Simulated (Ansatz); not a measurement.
The first iterations of a band of C₂H₆AlBrS (11 atoms, charge 0, multiplicity 1).

Level of theory: Ansatz, RKS BHLYP-D4/def2-SVP.

```
movable images  : 9
climbing image  : yes
spring          : 5.0 eV/Å²
optimiser       : quadratic models (default)
start path      : through a guess of the saddle point
force threshold : 0.03 eV/Å
iteration limit : 44
end points      : relaxed
```

Image 0:

```xyz
11
Properties=species:S:1:pos:R:3
C -1.536 1.698 0.985
S -1.430 0.401 -0.299
Al 0.575 -0.395 -0.122
C 1.212 -1.823 -1.258
Br 1.917 0.519 1.456
H -1.462 1.267 1.983
H -0.756 2.448 0.857
H -2.510 2.172 0.871
H 1.509 -2.691 -0.659
H 2.096 -1.505 -1.821
H 0.450 -2.148 -1.973
```

Image 10:

```xyz
11
Properties=species:S:1:pos:R:3
C -1.484 1.781 0.915
S -1.286 0.629 -0.490
Al 0.537 -0.459 -0.068
C 1.208 -1.829 -1.256
Br 1.649 0.087 1.827
H -0.596 2.396 1.054
H -2.331 2.424 0.674
H -1.697 1.240 1.837
H 1.309 -2.783 -0.728
H 2.204 -1.563 -1.627
H 0.553 -1.982 -2.118
```

| iteration | highest image above the first end (eV) | largest band force component (eV/Å) |
| --- | --- | --- |
| 1 | 7.563 | 23.346 |
| 2 | 1.252 | 3.863 |
| 3 | 0.414 | 1.897 |
| 4 | 0.337 | 0.707 |
| 5 | 0.330 | 0.207 |

Problem. Does the band converge within its limit, and where does its top end?

Solution. It converged. It ended after 17 iterations with the highest image 0.012 eV above the first end. A vibrational analysis at the climbing image gives 2 clearly imaginary modes (58i, 41i cm⁻¹): a point of higher order, so a lower path passes nearby.

The run took 20 min on 2 threads of Arm Neoverse N1, with other jobs on the host, peak memory 0.37 GiB.
